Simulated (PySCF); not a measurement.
# Dipole response of Fe²⁺ (iron, charge +2)

[Ar] 3d6, high-spin 5D determinant. All numbers are calculated (PySCF 2.14, no relativity, point nucleus, in aug-cc-pVTZ). Coupled (time-dependent) response in atomic units; α is the mean over directions.

```
method  mean α (bohr³)         α xx, yy, zz  C₆ (like pair)  S(−4)
   UHF           3.090  3.276, 3.276, 2.717           8.825  4.569
  PBE0           3.632  3.859, 3.859, 3.176           10.54  7.380
```

S(−4) is the Cauchy moment in α(ω) = α(0) + S(−4) ω² + …

α(iu) at PBE0:

```tsv
u (hartree)	α(iu) (bohr³)
0	3.632
0.0500	3.613
0.100	3.561
0.200	3.377
0.300	3.138
0.500	2.661
0.750	2.186
1.00	1.832
1.50	1.343
2.00	1.027
3.00	0.6559
5.00	0.3318
```

For an ion, C₆ is the dispersion term alone; charge-induced terms of lower order in 1/R come first.

The components differ because the open shell of this determinant is not spherical; for a pure term their mean is the scalar polarisability.
